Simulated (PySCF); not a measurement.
**UHF on In⁴⁷⁺ (indium, charge +47)**

Configuration: 1s2, closed-shell 1S. Computed with PySCF 2.14 in an even-tempered Gaussian basis (17 s from 94 bohr⁻², ratio 2.2; 7 p from 140 bohr⁻², ratio 2.4; 4 d from 430 bohr⁻², ratio 2.4; 3 f from 640 bohr⁻², ratio 2.4; 3 g from 960 bohr⁻², ratio 2.4), with scalar relativity by spin-free X2C-1e.

* Total energy: -2450.102822 hartree
* One-electron energy: -2482.8137 hartree
* Hartree (Coulomb) energy: 65.4218 hartree
* Exchange energy: -32.7109 hartree
* ⟨S²⟩: 0.0000
* ⟨L²⟩: 0.000
* Sum of ⟨r⟩: 0.05786 bohr
* Sum of ⟨r²⟩: 0.002280 bohr²

```csv
shell,electrons,mean orbital energy (hartree),"rms radius, mean of both spins (bohr)"
1s,2,-1208.69595,0.0338
```

Densities and radii are taken from the X2C orbitals without a picture-change correction, which distorts them close to the nucleus.
